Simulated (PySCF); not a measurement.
Isomers of C7H15NOSi, mass 157.092 u with the commonest isotopes. Level of theory: PBE0-D3(BJ)/def2-SVP geometry optimisation, gas phase in PySCF 2.14.0. One conformer each, none proved a minimum here; rigid rotors.

Problem. Order these by radius of gyration √(Σ m r²/M), largest first.
A. `[CH2:1]=[CH:2][CH2:3][C@@H:4]1[CH2:5][O:6][Si@@H:7]([NH:8][CH3:9])[CH2:10]1` with C1–C2–C3–C4 120°, C2–C3–C4–C5 -61°, O6–Si7–N8–C9 -89°, C3–C4–C5–O6 -166°, C4–C5–O6–Si7 24°, C5–O6–Si7–N8 -121°, O6–Si7–C10–C4 -20°
B. `[CH2:1]=[CH:2][C@H:3]([C:4](=[CH2:5])[CH3:6])[N:7]([CH3:8])[SiH2:9][OH:10]` with C1–C2–C3–C4 -113°, C2–C3–C4–C5 3°, C2–C3–N7–C8 68°, C3–N7–Si9–O10 -138°, N7–Si9–O10–H 53°
C. `[CH2:1]=[CH:2][O:3][SiH2:4][N:5]1[CH2:6][CH2:7][CH2:8][C@H:9]1[CH3:10]` with C1–C2–O3–Si4 -5°, C2–O3–Si4–N5 -175°, O3–Si4–N5–C6 67°, Si4–N5–C6–C7 -139°, N5–C6–C7–C8 -36°, C6–C7–C8–C9 39°, C7–C8–C9–C10 -151°
D. `[OH:1][SiH2:2][N:3]1[CH2:4][CH2:5][C@H:6]([CH:7]2[CH2:8][CH2:9]2)[CH2:10]1` with H–O1–Si2–N3 56°, O1–Si2–N3–C4 -124°, C5–C6–C7–C8 159°, Si2–N3–C4–C5 141°, N3–C4–C5–C6 38°, C4–C5–C6–C7 97°, C6–C7–C8–C9 -110°
E. `[CH2:1]1[CH2:2][CH2:3][N:4]([Si@@H:5]2[CH2:6][CH2:7][CH2:8][O:9]2)[CH2:10]1` with C3–N4–Si5–C6 -58°, C10–C1–C2–C3 1°, C1–C2–C3–N4 22°, C2–C3–N4–Si5 155°, N4–Si5–C6–C7 -87°

Solution. A (2.699 Å), D (2.618 Å), C (2.512 Å), B (2.387 Å), E (2.282 Å).

Problem. Order these by dipole moment, largest first.
A. `[CH2:1]=[CH:2][O:3][SiH2:4][N:5]1[CH2:6][CH2:7][CH2:8][C@H:9]1[CH3:10]` with C1–C2–O3–Si4 -5°, C2–O3–Si4–N5 -175°, O3–Si4–N5–C6 67°, Si4–N5–C6–C7 -139°, N5–C6–C7–C8 -36°, C6–C7–C8–C9 39°, C7–C8–C9–C10 -151°
B. `[OH:1][SiH2:2][N:3]1[CH2:4][CH2:5][C@H:6]([CH:7]2[CH2:8][CH2:9]2)[CH2:10]1` with H–O1–Si2–N3 56°, O1–Si2–N3–C4 -124°, C5–C6–C7–C8 159°, Si2–N3–C4–C5 141°, N3–C4–C5–C6 38°, C4–C5–C6–C7 97°, C6–C7–C8–C9 -110°
C. `[CH2:1]=[CH:2][C@H:3]([C:4](=[CH2:5])[CH3:6])[N:7]([CH3:8])[SiH2:9][OH:10]` with C1–C2–C3–C4 -113°, C2–C3–C4–C5 3°, C2–C3–N7–C8 68°, C3–N7–Si9–O10 -138°, N7–Si9–O10–H 53°
D. `[CH3:1]/[CH:2]=[CH:3]\[O:4][SiH2:5][N:6]1[CH2:7][CH2:8][CH2:9][CH2:10]1` with C2–C3–O4–Si5 162°, C3–O4–Si5–N6 -76°, O4–Si5–N6–C7 85°, Si5–N6–C7–C8 154°, N6–C7–C8–C9 22°, C7–C8–C9–C10 1°, C8–C9–C10–N6 -24°

Solution. B (2.32 D), D (2.00 D), C (1.70 D), A (1.52 D).

Problem. Order these by rotational constant B, largest first.
A. `[CH2:1]=[CH:2][C@H:3]([C:4](=[CH2:5])[CH3:6])[N:7]([CH3:8])[SiH2:9][OH:10]` with C1–C2–C3–C4 -113°, C2–C3–C4–C5 3°, C2–C3–N7–C8 68°, C3–N7–Si9–O10 -138°, N7–Si9–O10–H 53°
B. `[CH2:1]=[CH:2][O:3][SiH2:4][N:5]1[CH2:6][CH2:7][CH2:8][C@H:9]1[CH3:10]` with C1–C2–O3–Si4 -5°, C2–O3–Si4–N5 -175°, O3–Si4–N5–C6 67°, Si4–N5–C6–C7 -139°, N5–C6–C7–C8 -36°, C6–C7–C8–C9 39°, C7–C8–C9–C10 -151°
C. `[CH2:1]1[CH2:2][CH2:3][N:4]([Si@@H:5]2[CH2:6][CH2:7][CH2:8][O:9]2)[CH2:10]1` with C3–N4–Si5–C6 -58°, C10–C1–C2–C3 1°, C1–C2–C3–N4 22°, C2–C3–N4–Si5 155°, N4–Si5–C6–C7 -87°
D. `[OH:1][SiH2:2][N:3]1[CH2:4][CH2:5][C@H:6]([CH:7]2[CH2:8][CH2:9]2)[CH2:10]1` with H–O1–Si2–N3 56°, O1–Si2–N3–C4 -124°, C5–C6–C7–C8 159°, Si2–N3–C4–C5 141°, N3–C4–C5–C6 38°, C4–C5–C6–C7 97°, C6–C7–C8–C9 -110°
E. `[CH3:1]/[CH:2]=[CH:3]\[O:4][SiH2:5][N:6]1[CH2:7][CH2:8][CH2:9][CH2:10]1` with C2–C3–O4–Si5 162°, C3–O4–Si5–N6 -76°, O4–Si5–N6–C7 85°, Si5–N6–C7–C8 154°, N6–C7–C8–C9 22°, C7–C8–C9–C10 1°, C8–C9–C10–N6 -24°
F. `[CH2:1]=[CH:2][CH2:3][C@@H:4]1[CH2:5][O:6][Si@@H:7]([NH:8][CH3:9])[CH2:10]1` with C1–C2–C3–C4 120°, C2–C3–C4–C5 -61°, O6–Si7–N8–C9 -89°, C3–C4–C5–O6 -166°, C4–C5–O6–Si7 24°, C5–O6–Si7–N8 -121°, O6–Si7–C10–C4 -20°

Solution. A (793.9 MHz), C (742.2 MHz), B (611.6 MHz), D (532.9 MHz), E (504.5 MHz), F (483.1 MHz).

```tsv
SMILES	point group	Ia (u·Å²)	Ib (u·Å²)	Ic (u·Å²)	κ	μa (D)	μb (D)	μc (D)
C=CO[SiH2]N1CCC[C@H]1C	C1	221.28	826.35	935.71	-0.92	1.48	0.31	0.15
C=C[C@H](C(=C)C)N(C)[SiH2]O	C1	340.90	636.58	812.74	-0.60	1.24	1.16	0.11
C=CC[C@@H]1CO[Si@@H](NC)C1	C1	151.88	1046.18	1090.51	-0.99	0.01	1.51	0.96
O[SiH2]N1CC[C@H](C2CC2)C1	C1	180.76	948.40	1023.62	-0.97	1.70	1.20	1.04
C1CCN([Si@@H]2CCCO2)C1	C1	229.67	680.96	724.94	-0.94	0.45	1.27	1.09
C/C=C\O[SiH2]N1CCCC1	C1	218.89	1001.81	1027.59	-0.99	1.79	0.69	0.54
```
